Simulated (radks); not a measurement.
All-electron atom: neutral strontium in [Kr] 5s1 5p1 (not the ground configuration). Method: scalar-relativistic Kohn-Sham, LDA (Slater exchange, Perdew-Wang correlation), spin-polarised, spherical densities, point nucleus; open shells are filled with parallel spins first (spin-orbit coupling, left out, can overturn this in heavy ions); computed with a radial shooting solver on a logarithmic mesh with Libxc functionals.

Radial electron density D(r) = 4 pi r^2 rho(r):

r (bohr)  D(r) (e/bohr)   spin D(r)
0.005277          10.29     0.00105
0.006143          12.91     0.00131
0.007152          16.01     0.00162
0.008326          19.62     0.00196
0.009693          23.69     0.00234
0.01128           28.14     0.00272
0.01324           33.02     0.00311
0.01542           37.58     0.00342
0.01795           41.70     0.00362
0.02089           44.96     0.00365
0.02432           46.98     0.00347
0.02831           47.49     0.00307
0.03323           46.38     0.00249
0.03868           44.16     0.00196
0.04503           41.62     0.00172
0.05242           39.86     0.00215
0.06103           39.99     0.00353
0.07162           42.82     0.00610
0.08338           47.69     0.00916
0.09706           53.17      0.0118
0.113             56.97      0.0126
0.1315            56.99      0.0104
0.1531            52.52     0.00572
0.1797            44.57    0.000667
0.2092            37.28  -0.0000678
0.2436            33.60     0.00619
0.2835            34.66      0.0181
0.3301            38.54      0.0291
0.3843            41.32      0.0305
0.451             39.51      0.0188
0.525             32.85     0.00369
0.6112            23.78    0.000744
0.7115            15.61      0.0208
0.8283            10.42      0.0577
0.972             8.199      0.0896
1.132             7.667      0.0883
1.317             7.135      0.0531
1.534             5.925      0.0111
1.785             4.232     0.00491
2.078             2.609      0.0637
2.439             1.416       0.190
2.839            0.8345       0.331
3.306            0.6149       0.447
3.848            0.5435       0.499
4.48             0.4812       0.472
5.215            0.3826       0.381
6.12             0.2561       0.256
7.125            0.1477       0.148
8.295           0.07115      0.0711
9.656           0.02818      0.0282
11.24          0.008983     0.00898
13.09          0.002250     0.00225
15.36         0.0003916    0.000392

D(r) has 3 maxima, at r = 0.0276, 0.122, 0.397 bohr, and minima at 0.0563, 0.254 bohr, inside which lie 2.06, 11.06 electrons.
